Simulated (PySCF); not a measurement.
**Shapes and spin states of PdN₂⁻**

Computed with PBE in PySCF with Pd def2-SVPD with ECP28, N def2-SVPD; scalar-relativistic core potentials, no spin–orbit coupling; density-fitted integrals.

Relaxations began from a few typed shapes and spin states; open shells are unrestricted. The search is not exhaustive: other isomers or separated fragments can lie lower, and high-lying points may rest on an excited occupation.

```tsv
spin	group	bonds	angles	imaginary modes (cm⁻¹)	ΔE (kJ/mol)	ΔE with ZPE (kJ/mol)
doublet	Cs	N–N 1.148 Å, Pd–N 1.902 Å	N–N–Pd 151.5°	none	0.0	0.0
quartet	C2v	N–N 1.180 Å, Pd–N 2.376 Å (×2)	N–N–Pd 75.6° (×2), N–Pd–N 28.8°	none	280.8	277.6
doublet	C2v	Pd–N 1.750 Å (×2)	N–Pd–N 140.9°	none	471.4	465.8
doublet (⟨S²⟩ 1.06)	C∞v	Pd–N 1.749 Å, Pd–N 1.799 Å	N–Pd–N 180.0°	124i, 124i	488.0	–
quartet	C2v	Pd–N 1.817 Å (×2)	N–Pd–N 121.3°	none	530.6	523.7
quartet	D∞h	Pd–N 1.798 Å (×2)	N–Pd–N 180.0°	208i, 171i	601.5	–
sextet	C2v	Pd–N 1.942 Å (×2)	N–Pd–N 132.0°	none	612.5	601.9
```

The lowest minimum found is the doublet Cs: N–N 1.148 Å, Pd–N 1.902 Å; N–N–Pd 151.5°.

For the lowest minimum: the highest occupied level lies above zero, a sign of self-interaction error or too small a basis; response properties are unreliable. Other spin states or occupations of the open shell can lie lower. The lowest empty level of this anion is unbound, so it and the gap depend on the basis.

The electron or spin density has lower symmetry than the nuclear frame for the doublet C2v at 471.4 kJ/mol, quartet D∞h at 601.5 kJ/mol.
